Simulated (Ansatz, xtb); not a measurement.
System: SiI (charge 0, doublet). 
Coordinates optimised at B3LYP-D3(BJ)/def2-TZVP (Ansatz, an electronic-structure program):
```
Si
I 1 2.4688
```
Charge 0, spin multiplicity 2.

Harmonic wavenumbers from GFN2-xTB (xtb, at its own minimum), cm⁻¹: 319.

Task: Give the harmonic wavenumbers at B3LYP-D3(BJ)/def2-TZVP (Ansatz, finite differences of forces, unscaled).

Result: 344 cm⁻¹. Zero-point energy 0.5 kcal/mol.

Task: From these and the geometry, give the ideal-gas thermochemistry at 298.15 K and 1 atm (rigid rotor, harmonic oscillator).

Result: Point group C∞v, rotational symmetry number 1. Rotational constants 3.606, 3.606 GHz. S(trans) 41.02, S(rot) 16.80, S(vib) 1.19, S(elec, spin only) 1.38, S 60.4 cal/(mol K). H(298) - H(0) 2.30 kcal/mol; G - E(el) -15.2 kcal/mol.
